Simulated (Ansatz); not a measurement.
Energy needed to pull apart AlHSF2 (SMILES [F][Al]([F])[SH]), singlet, into free ground-state atoms, from the structure below (displaced at random from a GFN2-xTB minimum); no zero-point or spin–orbit terms; open-shell atoms are treated unrestricted, in their ground-state multiplicity.

F1  (0.809, 0.092, 1.819)
Al2  (0.231, -0.420, 0.375)
F3  (1.030, -1.649, -0.233)
S4  (-1.456, 0.512, -0.680)
H5  (-0.538, 1.389, -1.428)
(Å)

Computed with Ansatz 0.2.0 (basis: def2-TZVPP); correlated methods freeze the cores.

```json
{"method": "PBE-D4", "atomization energy (eV)": "19.32"}
{"method": "r2SCAN-D4", "atomization energy (eV)": "?"}
{"method": "PBE0-D4", "atomization energy (eV)": "18.79"}
{"method": "CAM-B3LYP-D4", "atomization energy (eV)": "19.07"}
{"method": "wB97X-V", "atomization energy (eV)": "19.16"}
{"method": "wB97M-V", "atomization energy (eV)": "19.18"}
{"method": "HF", "atomization energy (eV)": "14.03"}
{"method": "MP2", "atomization energy (eV)": "?"}
{"method": "CCSD", "atomization energy (eV)": "18.32"}
{"method": "CCSD(T)", "atomization energy (eV)": "18.66"}
```

Question: What does r2SCAN-D4 give? (Judge from chemistry; the value comes from the calculation.)

Answer: The calculation gives: 19.26 eV, which is about 0.60 eV more than CCSD(T)/def2-TZVPP.

Question: What does MP2 give? (An estimate is asked for; the value comes from the calculation.)

Answer: Computed: 19.49 eV, which is about 0.84 eV more than CCSD(T)/def2-TZVPP.

In triple zeta the MP2 and coupled-cluster atomization energies are still short of their basis limit by a few kcal/mol a bond, whereas those of the functionals are nearly converged, so these differences are not deviations from converged CCSD(T).

The T1 diagnostic stays at or below 0.013.

For scale, one of the runs: CCSD(T)/def2-TZVPP forces, 160 basis functions (an equivalent command: `ansatz run in.yaml --threads 4`). Time: 79 s of wall clock on 4 CPU threads; the host was shared. Peak host memory: 2.1 GiB.
